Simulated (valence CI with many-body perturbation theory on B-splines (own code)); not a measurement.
# Mo XXXVIII: electric-dipole lines

Level of theory: valence CI with perturbative core correlation (CI+MBPT): three valence electrons over a frozen Dirac-Fock core [He], a basis of 11 s, 11 p, 10 d, 8 f, 5 g, 2 h functions for each j, with the one-electron correlation potential Σ1 (screened to all orders), the two-electron term Σ2, the three-electron term Σ3, Breit, model QED; selected single and double excitations, second order for the rest, scaled by the run's own slope (own B-spline code, finite nucleus).

The last digits are not significant, and no measured levels were compared; by estimate large intervals hold to a few tenths of a per cent, small ones and those within an open d or f shell to about a per cent.

Lines 1 to 50 of 589 in falling wavelength, among levels below 34740 × 10³ cm⁻¹, chosen from the strongest by gf and those to the six lowest levels. Wavelengths and rates use the calculated energies. Electric multipoles are in the length gauge with retardation, E1 and E2 with the static RPA response of the core. Weak lines are less certain than strong ones. Lines between different terms over intervals too small for the method are left out, as are lines whose strength nearly cancels. The highest levels of a list are the least certain.

Levels are named by their leading jj configuration (3d3/2^4 stands for four electrons in 3d with j = 3/2), which in mixed levels can hold well under half, so a name can repeat and another be missing. Letters in brackets count levels of one name in rising energy.

```tsv
λ vac (nm)	Upper	Lower	A (s⁻¹)	S (a.u.) with core polarisation	S without
143.3	(2s 2p1/2 4f7/2) J=7/2 [a]	(2s 2p1/2 4d5/2) J=5/2 [a]	4.97e+07	5.78e-01	5.78e-01
138.3	(2s 2p1/2 4f7/2) J=9/2	(2s 2p1/2 4d5/2) J=7/2	5.69e+07	7.43e-01	7.43e-01
129.1	(2s^2 4f7/2) J=7/2	(2s^2 4d5/2) J=5/2	6.99e+07	5.94e-01	5.94e-01
117.0	(2s 2p3/2 4f7/2) J=9/2 [b]	(2s 2p3/2 4d5/2) J=7/2 [b]	9.43e+07	7.46e-01	7.46e-01
111.6	(2s 2p3/2 4f5/2) J=7/2 [b]	(2s 2p3/2 4d3/2) J=5/2 [b]	9.48e+07	5.20e-01	5.20e-01
111.3	(2s 2p3/2 4f5/2) J=7/2 [a]	(2s 2p3/2 4d3/2) J=5/2 [a]	7.64e+07	4.16e-01	4.16e-01
107.8	(2s 2p3/2 4f5/2) J=9/2	(2s 2p3/2 4d3/2) J=7/2	1.01e+08	6.25e-01	6.25e-01
107.6	(2p1/2^2 4f5/2) J=5/2	(2p1/2^2 4d3/2) J=3/2	1.12e+08	4.12e-01	4.12e-01
104.2	(2s^2 4f5/2) J=5/2	(2s^2 4d3/2) J=3/2	1.24e+08	4.15e-01	4.15e-01
99.81	(2s 2p1/2 4f5/2) J=5/2 [a]	(2s 2p1/2 4d3/2) J=3/2 [a]	1.38e+08	4.06e-01	4.06e-01
97.81	(2s 2p3/2 4f7/2) J=11/2	(2s 2p3/2 4d5/2) J=9/2	1.62e+08	9.00e-01	9.00e-01
96.19	(2s 2p1/2 4f5/2) J=7/2	(2s 2p1/2 4d3/2) J=5/2	1.45e+08	5.08e-01	5.08e-01
79.46	(2s 2p3/2 4d5/2) J=9/2	(2s 2p3/2 4p3/2) J=7/2	4.68e+08	1.16e+00	1.16e+00
77.22	(2p1/2^2 4d5/2) J=5/2	(2p1/2^2 4p3/2) J=3/2	3.02e+08	4.11e-01	4.11e-01
75.83	(2s 2p1/2 4d5/2) J=7/2	(2s 2p1/2 4p3/2) J=5/2	5.40e+08	9.30e-01	9.30e-01
75.63	(2s 2p1/2 4d5/2) J=5/2 [a]	(2s 2p1/2 4p3/2) J=3/2 [a]	4.34e+08	5.57e-01	5.57e-01
73.95	(2s 2p3/2 4d5/2) J=5/2 [b]	(2s 2p3/2 4p3/2) J=3/2 [b]	4.93e+08	5.90e-01	5.90e-01
73.69	(2s 2p3/2 4d5/2) J=7/2 [b]	(2s 2p3/2 4p3/2) J=5/2 [b]	5.82e+08	9.19e-01	9.19e-01
71.49	(2s^2 4d5/2) J=5/2	(2s^2 4p3/2) J=3/2	6.34e+08	6.86e-01	6.86e-01
71.47	(2s 2p3/2 4d5/2) J=3/2 [c]	(2s 2p3/2 4p3/2) J=1/2 [b]	4.37e+08	3.15e-01	3.15e-01
70.17	(2s 2p3/2 4p1/2) J=3/2 [a]	(2s 2p3/2 4s) J=5/2	5.07e+08	3.46e-01	3.46e-01
68.74	(2s 2p1/2 4d5/2) J=5/2 [b]	(2s 2p1/2 4p3/2) J=3/2 [b]	6.42e+08	6.18e-01	6.18e-01
67.96	(2s 2p3/2 4d5/2) J=7/2 [a]	(2s 2p3/2 4p3/2) J=5/2 [a]	6.04e+08	7.48e-01	7.48e-01
66.99	(2s 2p3/2 4d5/2) J=5/2 [a]	(2s 2p3/2 4p3/2) J=3/2 [a]	4.69e+08	4.17e-01	4.17e-01
66.56	(2s 2p3/2 4p1/2) J=5/2	(2s 2p3/2 4s) J=5/2	4.56e+08	3.99e-01	3.99e-01
65.84	(2s 2p1/2 4d5/2) J=3/2	(2s 2p1/2 4p3/2) J=1/2	6.52e+08	3.68e-01	3.68e-01
50.23	(2s 2p1/2 4d3/2) J=3/2 [b]	(2s 2p1/2 4p1/2) J=1/2 [b]	7.62e+08	1.90e-01	1.90e-01
48.67	(2s 2p3/2 4d3/2) J=5/2 [a]	(2s 2p3/2 4p1/2) J=5/2	9.22e+08	3.15e-01	3.15e-01
47.72	(2s 2p3/2 4d3/2) J=7/2	(2s 2p3/2 4p1/2) J=5/2	1.39e+09	5.96e-01	5.96e-01
46.91	(2s 2p3/2 4d3/2) J=5/2 [a]	(2s 2p3/2 4p1/2) J=3/2 [a]	9.17e+08	2.80e-01	2.80e-01
46.35	(2s 2p3/2 4d3/2) J=5/2 [b]	(2s 2p3/2 4p1/2) J=3/2 [b]	1.90e+09	5.61e-01	5.61e-01
46.35	(2s 2p3/2 4p3/2) J=3/2 [a]	(2s 2p3/2 4s) J=3/2	1.73e+09	3.41e-01	3.41e-01
46.28	(2p1/2^2 4d3/2) J=3/2	(2p1/2^2 4p1/2) J=1/2	1.98e+09	3.87e-01	3.87e-01
46.27	(2s 2p3/2 4d3/2) J=3/2 [b]	(2s 2p3/2 4p1/2) J=1/2	1.12e+09	2.20e-01	2.20e-01
45.84	(2s 2p1/2 4d3/2) J=3/2 [a]	(2s 2p1/2 4p1/2) J=1/2 [a]	2.00e+09	3.80e-01	3.80e-01
45.68	(2s 2p3/2 4p3/2) J=5/2 [b]	(2p1/2^2 4p3/2) J=3/2	9.83e+08	2.77e-01	2.78e-01
45.42	(2s 2p3/2 4d3/2) J=3/2 [a]	(2s 2p3/2 4p1/2) J=3/2 [a]	1.57e+09	2.91e-01	2.91e-01
45.20	(2s^2 4d3/2) J=3/2	(2s^2 4p1/2) J=1/2	2.08e+09	3.78e-01	3.78e-01
45.02	(2s 2p1/2 4d3/2) J=5/2	(2s 2p1/2 4p1/2) J=3/2	1.57e+09	4.25e-01	4.25e-01
44.68	(2s 2p3/2 4d3/2) J=1/2 [a]	(2s 2p3/2 4p1/2) J=3/2 [a]	2.10e+09	1.85e-01	1.85e-01
44.55	(2s 2p1/2 4p3/2) J=1/2	(2s 2p1/2 4s) J=1/2 [b]	2.34e+09	2.04e-01	2.04e-01
42.87	(2s 2p1/2 4p3/2) J=3/2 [b]	(2s 2p1/2 4s) J=1/2 [b]	1.81e+09	2.82e-01	2.82e-01
42.47	(2s 2p3/2 4d3/2) J=1/2 [b]	(2s 2p3/2 4p1/2) J=1/2	2.12e+09	1.60e-01	1.60e-01
41.95	(2s 2p3/2 4p3/2) J=7/2	(2s 2p3/2 4s) J=5/2	3.14e+09	9.16e-01	9.16e-01
41.63	(2s 2p3/2 4p3/2) J=5/2 [a]	(2s 2p3/2 4s) J=3/2	1.87e+09	4.00e-01	4.00e-01
40.82	(2s 2p3/2 4p3/2) J=5/2 [b]	(2s 2p3/2 4d5/2) J=3/2 [a]	1.20e+09	2.42e-01	2.42e-01
40.05	(2p1/2^2 4p3/2) J=3/2	(2p1/2^2 4s) J=1/2	2.53e+09	3.21e-01	3.21e-01
39.94	(2s^2 4p3/2) J=3/2	(2s^2 4s) J=1/2	3.60e+09	4.52e-01	4.52e-01
39.47	(2s 2p1/2 4p3/2) J=3/2 [a]	(2s 2p1/2 4s) J=1/2 [a]	3.25e+09	3.95e-01	3.95e-01
39.37	(2s 2p1/2 4p3/2) J=5/2	(2s 2p1/2 4s) J=3/2	3.90e+09	7.04e-01	7.04e-01
```
